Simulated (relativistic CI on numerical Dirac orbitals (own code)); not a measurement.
Slater and spin-orbit integrals, Cs15+

Computed by Dirac-Coulomb-Breit CI, KLI orbitals optimised for each configuration, QED by a radiative potential, unscaled Slater integrals (own radial code, finite nucleus).

Slater integrals F^k, G^k are unscaled and averaged over j, outside the closed core [Ar] 3d10; ζ comes from projecting the Hamiltonian with its Breit term on Σ l·s of the shell.

- 4s2 4p6 4d4: F^2(4d,4d) = 138350, F^4(4d,4d) = 93606, ζ(4d) = 9230.6 cm⁻¹; <r>(4d) = 0.7342, <r^2>(4d) = 0.6162 (bohr units).
- 4s2 4p5 4d5: ζ(4p) = 84472, F^2(4d,4d) = 138400, F^4(4d,4d) = 93636, F^2(4p,4d) = 143080, G^1(4p,4d) = 181040, G^3(4p,4d) = 114470, ζ(4d) = 9207.5 cm⁻¹; <r>(4p) = 0.6922, <r^2>(4p) = 0.5414, <r>(4d) = 0.7338, <r^2>(4d) = 0.6156 (bohr units).
- 4s2 4p6 4d3 4f: F^2(4d,4d) = 138390, F^4(4d,4d) = 93625, ζ(4d) = 9265, F^2(4d,4f) = 132760, F^4(4d,4f) = 87060, G^1(4d,4f) = 153310, G^3(4d,4f) = 100190, G^5(4d,4f) = 72051, ζ(4f) = 733.41 cm⁻¹; <r>(4d) = 0.734, <r^2>(4d) = 0.6158, <r>(4f) = 0.7779, <r^2>(4f) = 0.6976 (bohr units).

(1) Give the Racah parameters of the d shell in 4s2 4p6 4d4.

Averages of the first 10 configurations, taken without configuration mixing, which lowers the lowest level and can move excited configurations by several eV; other configurations of the list can lie among them:

```tsv
Configuration	Parity	States	Average energy above the lowest level (eV)
4s2 4p6 4d4	even	210	10.5
4s2 4p5 4d5	odd	1512	109.0
4s2 4p6 4d3 4f	odd	1680	115.6
4s 4p6 4d5	even	504	178.9
4s2 4p6 4d3 5s	even	240	126.4
4s2 4p6 4d3 5p	odd	720	151.0
4s 4p6 4d4 4f	odd	5880	282.8
4s2 4p6 4d2 4f 5s	odd	1260	232.5
4s2 4p6 4d3 5d	even	1200	188.0
4s2 4p6 4d2 5s 5p	odd	540	270.8
```

## Answers

(1) B = F²/49 − 5F⁴/441 = 1762 cm⁻¹ and C = 35F⁴/441 = 7429 cm⁻¹.
